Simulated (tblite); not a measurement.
Isomers of C4H9PSi2. Method: GFN2-xTB as coded in tblite; computed harmonic values from a numerical Hessian at the method's own geometry, unscaled. The method is semi-empirical: single wavenumbers can be off by several per cent or more. Modes of hydrogen on phosphorus and silicon can be 10 to 20 % off. One conformer each.

Electronic energies: GFN2-xTB at the same geometries; isomer energies are rough at this level and their order can be wrong.

| SMILES | electronic energy, lowest = 0 (kJ/mol) |
| --- | --- |
| C#C[Si@@H]1CC[SiH2]P1 | 0.0 |
| C#CC(=C)[SiH2]P[SiH3] | 43.3 |
| C#CC1(C)[SiH2]P[SiH2]1 | 12.0 |
| C=C1[SiH2][Si@@H](P)C1=C | 55.4 |

Q: How do GFN2-xTB zero-point energies change the relative energies?

A: 
```tsv
SMILES	ZPE (kJ/mol)	of it from modes above 1550 cm⁻¹	electronic (kJ/mol)	with ZPE, lowest = 0 (kJ/mol)	lowest mode (cm⁻¹)	rings
C#C[Si@@H]1CC[SiH2]P1	284.4	158.0	0.0	0.0	36	1
C#CC1(C)[SiH2]P[SiH2]1	275.6	155.8	12.0	3.3	17i	1
C#CC(=C)[SiH2]P[SiH3]	262.8	161.0	43.3	21.6	25	0
C=C1[SiH2][Si@@H](P)C1=C	274.4	160.4	55.4	45.4	34	1
```

The zero-point energies span 21.6 kJ/mol, from `C#CC(=C)[SiH2]P[SiH3]` to `C#C[Si@@H]1CC[SiH2]P1`. Slightly imaginary modes are left out of the zero-point energy: `C#CC1(C)[SiH2]P[SiH2]1` 17.1i cm⁻¹. The order is unchanged.
